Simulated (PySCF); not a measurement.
MoFH5, SMILES [F][MoH5], multiplicity 1.

Coordinates come from a B3LYP-D3(BJ)/def2-TZVP optimisation. The geometry has at least one imaginary mode, so it is a saddle point at that level. The multiplicity is an assumed one; other spin states were not compared. The def2 effective core potentials stand for the cores of Mo; spin–orbit coupling is left out.

The numbers are results of PySCF with B3LYP-D3(BJ)/def2-TZVP, not measurements.

Frequencies are harmonic and unscaled.

Modes within 1.5 cm⁻¹ of each other (mostly degenerate sets) share a row, with their intensities summed.

| mode | ν (cm⁻¹) | IR (km/mol) | moving atoms (share of kinetic energy) |
|---|---|---|---|
| 1–2 | 372i | 37.3 | H 90 % |
| 3–4 | 189 | 77.8 | H 90 % |
| 5 | 502 | 0.0 | H 100 % |
| 6 | 529 | 0.0 | H 100 % |
| 7 | 596 | 148.7 | F 84 %, Mo 15 % |
| 8–9 | 961 | 140.3 | H 99 % |
| 10 | 972 | 179.6 | H 97 % |
| 11 | 1999 | 20.1 | H 99 % |
| 12 | 2005 | 0.0 | H 100 % |
| 13–14 | 2058 | 108.0 | H 98 % |
| 15 | 2066 | 16.4 | H 99 % |
